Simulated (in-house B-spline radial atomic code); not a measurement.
Results of a calculation; reference values are marked as such.
Ghost states of the separable form: Ni

Ni, [Ar] 3d8 4s2, non-relativistic LDA (VWN5), spherical and spin-unpolarised, from an all-electron radial atomic-structure program (B-spline basis) (atomic units; all potentials screened as in the neutral atom).

Troullier-Martins channels: 4s (ε = -0.2108, r_c = 2.141 bohr), 3d (ε = -0.3487, r_c = 1.937 bohr). In the Kleinman-Bylander form one channel serves as the local potential, and each other channel l becomes |δV u><u δV|/<u|δV|u>, with δV = V_l − V_local and u the pseudo-orbital. Its strength is E_KB = <u|δV²|u>/<u|δV|u>. By the analysis of Gonze, Stumpf and Scheffler a spurious state lies below the reference level ε if E_KB > 0 and ε is above the second level of the local potential alone, or if E_KB < 0 and ε is above its first. The table's levels are those of angular momentum l in a sphere of 9 bohr, whose wall can lift a shallow ε a little above its free-atom value.

| local | channel | <u δV u> | <u δV² u> | ε | first local level | second local level |
| --- | --- | --- | --- | --- | --- | --- |
| s | d | -6.4919 | 69.845 | -0.3487 | 0.1046 | 0.3423 |
| d | s | 0.17816 | 1.5909 | -0.2105 | -8.9610 | -0.8080 |

Question: Apply the rule to each row.

Answer: Local s, channel d: E_KB = -10.8, so ε = -0.3487 is set against 0.1046: no ghost. Local d, channel s: E_KB = +8.93, so ε = -0.2105 is set against -0.8080: a ghost.

Diagonalising the separable Hamiltonian gives:

```tsv
local	channel	three lowest levels	all-electron, two lowest valence levels
s	d	-0.3487, 0.1158, 0.3804	-0.3487, 0.1141
d	s	-4.0730, -0.2105, 0.0846	-0.2105, 0.0847
```

Question: Which choices of local channel are safe?

Answer: Free of ghosts: s. With d local the s channel has a ghost 3.86 hartree below ε, since the local potential binds more than one state below ε, and a repulsive term of rank one raises each level at most to the next, so it clears only one of them. Among the safe choices the second level, which tests transfer, is off by at most 1.7 millihartree (s local).
